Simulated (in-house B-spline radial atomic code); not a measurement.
How numerical settings move a run on the rhenium ion Re²⁺, [Xe] 4f14 5d5. Computed with an all-electron radial atomic-structure program (B-spline basis): Dirac-Hartree-Fock, average of configuration, Fermi nucleus of rms radius 5.3698 fm.

Command:
```bash
python run_scf.py task.json out
```
Settings of the sound reference run:
```
Z                75
electrons        73
configuration    [Xe] 4f14 5d5
hamiltonian      dirac
method           hf
spin_polarised   False
nucleus          fermi
rms_radius       5.3698
mass_number      187
atomic_mass      186.9558
speed_of_light   137.036
knot_spacing     0.22
spline_order     8
gauss_points     12
box_radius       22.22
max_iterations   70
damping          0.5
damped_steps     3
diis_vectors     10
tolerance        1e-08
start            Thomas-Fermi
```

Time taken, with all properties: 1.9 s on 1 thread of Arm Neoverse V1 (shared host).

It converges in 10 iterations to -16706.778903 hartree, with 5d5/2 at -26.158 eV. The other runs change the listed settings, some to values that make no sense; their results aren't properties of the atom or ion. Radii are in bohr (the nuclear one in fm), a minus after a letter asks for a j subshell, and «unchanged» means within 1e-8 hartree. The run stops when the residual is below 10 × tolerance × max(1, Z/10), or a noise floor if that is larger, and the energy moves by less than 1e-8 × √|E| hartree; so very loose and very tight tolerances often act alike.

| changed settings | outcome |
| --- | --- |
| gauss_points = 16, max_iterations = 60, damped_steps = 30 | converged in 22 iterations, energy unchanged, 5d5/2 level +5.2e-06 eV |
| damping = 0.2 | converged in 9 iterations, energy unchanged, 5d5/2 level -1.6e-05 eV |
| spin_polarised = True | stopped with error: spin polarisation is not served with the Dirac Hamiltonian |
| diis_vectors = 20 | converged in 10 iterations, energy unchanged |
| electrons = 74, configuration = [Xe] 4f14 5d5 6p-1, max_iterations = 75 | converged in 10 iterations to -16707.1471 hartree, a different physical problem |
| diis_vectors = 1 | not converged after 70 iterations, last residual 2.4e-01, last energy +1.14e+00 hartree from the reference |
| box_radius = 6.67 | converged in 10 iterations, energy +4.20e-04 hartree from the reference, 5d5/2 level +1.7e-02 eV (the program warns: 5d5/2 reaches the box edge; 5d3/2 reaches the box edge) |
| box_radius = 2.22 | converged in 10 iterations, energy +4.49e+00 hartree from the reference, 5d5/2 level +3.1e+01 eV (the program warns: 5d5/2 has a positive eigenvalue: unbound, held by the box; 5d3/2 has a positive eigenvalue: unbound, held by the box) |
| damping = 0 | converged in 10 iterations, energy unchanged, 5d5/2 level -5.1e-06 eV |
| max_iterations = 60, damping = 0.95, diis_vectors = 0 | not converged after 60 iterations, last residual 1.8e-03, last energy +4.87e-05 hartree from the reference |
| damping = 0.8 | converged in 10 iterations, energy unchanged, 5d5/2 level -2.8e-06 eV |
| diis_vectors = 4 | converged in 11 iterations, energy unchanged, 5d5/2 level +2.0e-06 eV |
| electrons = 74, configuration = [Xe] 4f14 5d5 6s-1, max_iterations = 100 | stopped with error: j subshells need the Dirac Hamiltonian and l > 0 |
| box_radius = 3.33 | converged in 10 iterations, energy +3.70e-01 hartree from the reference, 5d5/2 level +4.7e+00 eV (the program warns: 5d5/2 reaches the box edge; 5s1/2 reaches the box edge) |
| box_radius = 4.44 | converged in 10 iterations, energy +4.16e-02 hartree from the reference, 5d5/2 level +8.4e-01 eV (the program warns: 5d5/2 reaches the box edge; 5s1/2 reaches the box edge) |

Problem. What happens with damping = 0.95?

Solution. Converged in 10 iterations, energy unchanged, 5d5/2 level -5.7e-06 eV.

Problem. What happens with spline_order = 4, box_radius = 1.33, max_iterations = 5, diis_vectors = 4?

Solution. Not converged after 5 iterations, last residual 5.1e-03, last energy +6.83e+01 hartree from the reference.

Problem. What happens with box_radius = 88.88, max_iterations = 3, damping = 0.8?

Solution. Not converged after 3 iterations, last residual 5.8e-02, last energy +4.43e-02 hartree from the reference.

Problem. What happens with box_radius = 1.33?

Solution. Converged in 9 iterations, energy +6.44e+01 hartree from the reference, 5d5/2 level +2.3e+02 eV (the program warns: 5d5/2 has a positive eigenvalue: unbound, held by the box; 5s1/2 has a positive eigenvalue: unbound, held by the box).
